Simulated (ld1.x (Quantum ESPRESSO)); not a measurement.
**Logarithmic derivatives: lanthanum (La), PAW**

La (Z = 57), PAW, made with ld1.x (Quantum ESPRESSO) 7.5 (PBE, fully relativistic). Core [Kr] 4d10, reference 4f0 5s2 5p6 5d1 6s2 6p0. Waves: 5s (bound): rcut 2.60, rcutus 2.95 bohr; 6s (bound): rcut 2.60, rcutus 2.95 bohr; 5p (bound): rcut 2.55, rcutus 3.00 bohr; 6p (bound, empty): rcut 2.55, rcutus 3.00 bohr; 5d (bound): rcut 3.55, rcutus 4.25 bohr; 5d channel at 0.15 Ry: rcut 3.55, rcutus 4.25 bohr; 4f (bound, empty): rcut 1.40, rcutus 1.55 bohr; 4f channel at 0.65 Ry: rcut 1.40, rcutus 1.55 bohr. Local part: all-electron potential smoothed inside 3.90 bohr (lloc = -1). Core correction: a·sin(br)/r model core, default radius (ld1.x builds one for every PAW set, though the input has nlcc=.false.). Augmentation charge: PSQ, inside the norm-conserving radii.

Open shells are filled in proportion to 2j + 1 (rel_dist='average').

The phase is arctan(r·u′/u) with u = r·R(r), unwrapped; energies in Ry, scanned from -5 to 5 Ry. A pole is an energy at which the radial function vanishes at the test radius. The pseudo phase is shifted by a multiple of π to meet the all-electron one at the reference energy, and phase errors are pseudo minus all-electron; the curves can meet again beyond the range given. Levels narrower than the energy grid can be missing from the lists of poles.

| channel | radius (bohr) | reference energy (Ry) | poles, all-electron | poles, pseudo | unbroken range about the reference energy with phases within 0.05 rad | phase error 1 Ry above the reference energy (rad) |
| --- | --- | --- | --- | --- | --- | --- |
| s | 4.60 | -0.27 | 0.28, 3.15 | 0.28, 2.98 | below 1.4 | -0.002 |
| d3/2 | 4.60 | -0.24 | -0.11, 1.89 | -0.11, 1.72 | below 0.7 | -0.071 |
| d5/2 | 4.60 | -0.22 | -0.09, 1.92 | -0.09, 1.76 | below 0.7 | -0.068 |

The ghost test of this file was not conclusive.

Phases in the d5/2 channel:

| E (Ry) | all-electron | pseudo |
| --- | --- | --- |
| -5.00 | 1.472 | 1.472 |
| -4.48 | 1.467 | 1.466 |
| -3.96 | 1.460 | 1.460 |
| -3.44 | 1.452 | 1.451 |
| -2.92 | 1.441 | 1.440 |
| -2.40 | 1.427 | 1.426 |
| -1.88 | 1.406 | 1.406 |
| -1.36 | 1.374 | 1.373 |
| -0.84 | 1.303 | 1.302 |
| -0.32 | 0.480 | 0.480 |
| 0.20 | -1.815 | -1.815 |
| 0.72 | -2.916 | -2.966 |
| 1.24 | -4.503 | -4.530 |
| 1.76 | -4.683 | -4.712 |
| 2.28 | -4.774 | -4.830 |
| 2.80 | -4.895 | -5.135 |
| 3.32 | -5.657 | -7.352 |
| 3.84 | -7.604 | -7.701 |
| 4.36 | -7.767 | -7.784 |
| 4.88 | -7.828 | -7.825 |
